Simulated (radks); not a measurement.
Problem. Charge is removed step by step from the 6s1/2 level of neutral promethium, starting from [Xe] 4f5 6s2. Level of theory: Dirac Kohn-Sham, LDA (Slater exchange, Perdew-Wang correlation), spin-unpolarised, spherical densities, finite nucleus; open shells fill j = l - 1/2 first; Fermi nuclear charge, rms radius 4.962 fm (a radial shooting solver on a logarithmic mesh with Libxc functionals). At the starting occupation the eigenvalue is -3.672 eV. Estimate the energy to remove one whole electron from this level, the eigenvalue at the end, and how far E(n) bends from a straight line.

Solution. Delta-SCF 6.063 eV; final eigenvalue -8.553 eV; the deviation from the straight line is -0.611 eV at 0.5 electron removed, the largest on the grid computed. Slater's transition state (half an electron removed) gives 6.038 eV. Integrating minus the eigenvalue over the occupation (Janak's theorem) gives 6.063 eV. The mean slope of the eigenvalue, de/dn, is 4.88 eV per electron. Ionisation energy of Pm in the NIST Atomic Spectra Database: 5.582 eV (measured).

Beside tabulated values, note that spin-unpolarised runs miss the spin-polarisation part of the exchange energy of open shells.
